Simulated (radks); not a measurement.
Spherical quantum dot in the effective-mass picture: electrons in a parabolic well V = omega^2 r^2 / 2 with omega = 0.902, all in effective atomic units (hartree* = m*/eps^2 hartree, bohr* = eps/m* bohr), one dielectric constant everywhere. Calculated with a radial shooting solver with Libxc functionals: non-relativistic Kohn-Sham, exchange-only LDA, spin-polarised, spherical densities. Levels are named by radial order and angular momentum (1s, 1p, 1d, 2s, ...), and open shells are averaged over m. Results are scaled to m* = 0.104 and eps = 7.6, for which hartree* = 49 meV and bohr* = 3.867 nm.

N = 17, configuration 1s2 1p6 1d(up 5, down 4). This is the lowest configuration that the search found. Occupied and some empty levels:

level,occupation,eigenvalue (meV),<r> (nm)
1s up,1,423.89,6.614
1s down,1,424.56,6.580
1p up,3,445.47,8.335
1p down,3,446.34,8.324
1d up,5,469.56,9.528
1d down,4,470.49,9.530
2s up,0,474.22,8.269
2s down,0,474.81,8.287
1f up,0,496.06,10.47
1f down,0,496.98,10.48
2p up,0,503.89,9.312
2p down,0,504.51,9.318

Energy (meV): total 5044.99, kinetic 640.79, external 1895.3, Hartree 2808.5, exchange-correlation -299.54.

Electron density:

r (nm),n(r) (e/nm^3)
0.366,0.001670
1.29,0.001771
2.20,0.001984
3.12,0.002294
4.04,0.002661
4.96,0.003014
5.88,0.003260
6.80,0.003315
7.72,0.003129
8.64,0.002713
9.56,0.002140
10.5,0.001525
11.4,0.0009721
12.3,0.0005515
13.2,0.0002775
14.2,0.0001239
15.1,0.00004883
16.0,0.00001700
16.9,5.237e-06
17.8,1.438e-06
